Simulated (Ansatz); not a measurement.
Basis-set series for C$_{2}$F$_{2}$GeN$_{2}$, SMILES `N#[C][Ge]([F])([F])[C]#N`. Charge 0, multiplicity 1. The structure was optimised at the PBE0-D4/def2-TZVP level.

| functional | basis | functions | energy (Eh) | HOMO (eV) | LUMO (eV) |
| --- | --- | --- | --- | --- | --- |
| PBE0-D4 | def2-SVP | 116 | -2461.20653 | -11.20 | -2.41 |
| PBE0-D4 | def2-TZVPP | 234 | -2461.93536 | -11.24 | -2.55 |
| ωB97M-V | def2-SVP | 116 | -2461.66975 | -13.52 | -0.21 |
| ωB97M-V | def2-TZVPP | 234 | -2462.40829 | -13.59 | -0.42 |

(1) Give the rows for def2-QZVPP. (Best estimate.)

Answers

(1) Ansatz gave: 
```csv
functional,basis,functions,energy (Eh),HOMO (eV),LUMO (eV)
PBE0-D4,def2-QZVPP,431,-2462.00102,-11.26,-2.58
ωB97M-V,def2-QZVPP,431,-2462.47069,-13.61,-0.49
```

Scalar relativity is left out up to krypton.
